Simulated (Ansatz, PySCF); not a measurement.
Ways to break one bond of ClBCl [dichloroborane]:

A. ClBCl [dichloroborane] -> [BH]Cl + Cl atom
B. ClBCl → Cl[B]Cl + H atom

Quantity: bond dissociation energy (enthalpy at 298 K, with B3LYP-D3(BJ) rigid-rotor harmonic-oscillator terms), kcal/mol. Geometries: B3LYP-D3(BJ)/def2-TZVP minima from Ansatz (a program for electronic structure). Frequencies are from Ansatz or PySCF. Correlated levels leave the core frozen unless marked. UHF or UKS for open shells. Spin-orbit coupling is left out. Non-relativistic. CBS(X,Y): correlation extrapolated as X^-3; Hartree-Fock from the larger set.

```csv
,r2SCANh-D4/def2-TZVPD (Ansatz + dftd4),HSE06-D4/def2-TZVPD (Ansatz + dftd4),RPA@PBE/cc-pV(Q+d)Z (Ansatz),"CCSD(T)/CBS(cc-pV(T+d)Z,cc-pV(Q+d)Z) (Ansatz)"
A,119.2,121.6,111.8,122.8
B,99.0,100.0,102.1,104.9
```
